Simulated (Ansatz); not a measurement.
`C[SiH](O)I` and `O[SiH](F)I` differ in one atom or group.

Ansatz, PBE0-D4/def2-TZVP geometries, multiplicity 1. Each molecule was computed in one conformer, which needn't be the lowest.

Elements past krypton have def2 core potentials.  Spin–orbit coupling is left out; it splits and shifts lone-pair levels of the heavy atoms by tenths of an eV.

| property | `C[SiH](O)I` |
| --- | --- |
| HOMO–LUMO gap (PBE0/def2-TZVPP) / eV | 7.56 |
| LUMO energy (PBE/def2-TZVPP) / eV | -0.84 |
| HOMO–LUMO gap (PBE/def2-TZVPP) / eV | 5.55 |
| LUMO energy (ωB97M-V/def2-TZVPP) / eV | 1.85 |
| HOMO energy (B3LYP/def2-TZVPP) / eV | -7.29 |
| HOMO energy (PBE/def2-TZVPP) / eV | -6.39 |

(1) Give the same properties after the change, and the shifts. (An estimate is asked.)

## Answers

(1) The calculation gave: 
```
                             property  `O[SiH](F)I`  shift
 HOMO–LUMO gap (PBE0/def2-TZVPP) / eV          7.82   0.26
    LUMO energy (PBE/def2-TZVPP) / eV         -1.09  -0.25
  HOMO–LUMO gap (PBE/def2-TZVPP) / eV          5.75   0.20
LUMO energy (ωB97M-V/def2-TZVPP) / eV          1.66  -0.19
  HOMO energy (B3LYP/def2-TZVPP) / eV         -7.77  -0.48
    HOMO energy (PBE/def2-TZVPP) / eV         -6.85  -0.46
```

With PBE0 the HOMO falls by 0.49 eV and the LUMO falls by 0.24 eV, so the gap widens by about 0.25 eV. PBE moves the HOMO by -0.46 eV and ωB97M-V by -0.50 eV.

B3LYP here is the variant with VWN-RPA as its local correlation; programs differ in this.
